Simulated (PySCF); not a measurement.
## Curvature of the energy in the electron number along group 15, charge +2

Calculated with PySCF 2.14, in def2-TZVPPD, non-relativistic, def2-TZVPPD with the def2 core potential (28 electrons), ECP, def2-TZVPPD with the def2 core potential (60 electrons), ECP: one orbital is emptied in steps, and each cell gives the departure of E from the straight line at half an electron, in eV (from a cubic fit). The exact functional gives zero.

| species | orbital | LDA | PBE | r2SCAN | PBE0 | BHandHLYP | LC-wPBE | wB97X | UHF |
| --- | --- | --- | --- | --- | --- | --- | --- | --- | --- |
| N²⁺ | 2p alpha | -2.33 | -2.30 | -2.07 | -1.68 | -1.07 | -0.97 | -0.98 | 0.18 |
| P²⁺ | 3p alpha | -1.36 | -1.32 | -1.22 | -0.97 | -0.64 | -0.24 | -0.33 | 0.09 |
| As²⁺ | 4p alpha | -1.26 | -1.21 | -1.13 | -0.88 | -0.60 | -0.19 | -0.30 | 0.08 |
| Sb²⁺ | 5p alpha | -1.09 | -1.05 | -0.97 | -0.76 | -0.53 | -0.10 | -0.22 | 0.07 |
| Bi²⁺ | 6p alpha | -1.04 | -1.01 | -0.92 | -0.74 | -0.51 | -0.08 | -0.19 | 0.07 |

Q: How does the mean departure depend on the functional?

A: LDA -1.41 eV; PBE -1.38 eV; r2SCAN -1.26 eV; PBE0 -1.01 eV; BHandHLYP -0.67 eV; LC-wPBE -0.32 eV; wB97X -0.40 eV; UHF 0.10 eV. Semilocal functionals are convex (delocalisation error), Hartree-Fock is concave or straight, and exact exchange removes curvature roughly in proportion to its share, so among the functionals the range-separated hybrids usually come closest to zero.

No spin-orbit coupling is included.
